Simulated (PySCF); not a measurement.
# `InChI=1S/C4H9BO/c1-5(2)3-4-6/h3-4,6H,1-2H3/b4-3+`

Geometry (Å), atoms numbered from 1 in this order:
```xyz
15

C    -1.4205   -1.6211   -0.1320
B    -0.5602   -0.3130    0.0727
C    -1.2303    1.0437    0.5508
C     0.9586   -0.4035   -0.1911
C     1.7849    0.6509   -0.0509
O     3.1045    0.5928   -0.2759
H    -1.0635   -2.4054    0.5605
H    -1.2526   -2.0357   -1.1418
H    -2.5026   -1.4976    0.0199
H    -2.3229    0.9763    0.6563
H    -1.0126    1.8721   -0.1454
H    -0.8226    1.3555    1.5287
H     1.4296   -1.3425   -0.5090
H     1.4016    1.6323    0.2618
H     3.5025    1.4549   -0.1207
```

Method used: PySCF 2.14.0, quadratic response CAM-B3LYP/def2-TZVPD first hyperpolarisability, Taylor convention, gas phase. Geometry: PBE0-D3(BJ)/def2-SVP.

(1) Give the tensor of the second harmonic β(−2ω;ω,ω) at 1064 nm in the axes of these coordinates.

## Answers

(1) In au, Taylor convention; rows are the first index (the induced dipole):
|  | xx | yy | zz | xy | xz | yz |
| --- | --- | --- | --- | --- | --- | --- |
| x | +495.1 | -15.3 | +26.7 | +68.2 | -51.4 | -18.6 |
| y | +80.8 | +0.7 | +18.6 | -11.6 | -18.5 | -4.2 |
| z | -48.8 | -3.2 | -1.4 | -16.7 | +23.1 | +17.1 |

Norm of βᵢ = ⅓ Σⱼ (βᵢⱼⱼ + βⱼᵢⱼ + βⱼⱼᵢ): 517.6 au, hyper-Rayleigh value 215.7 au.
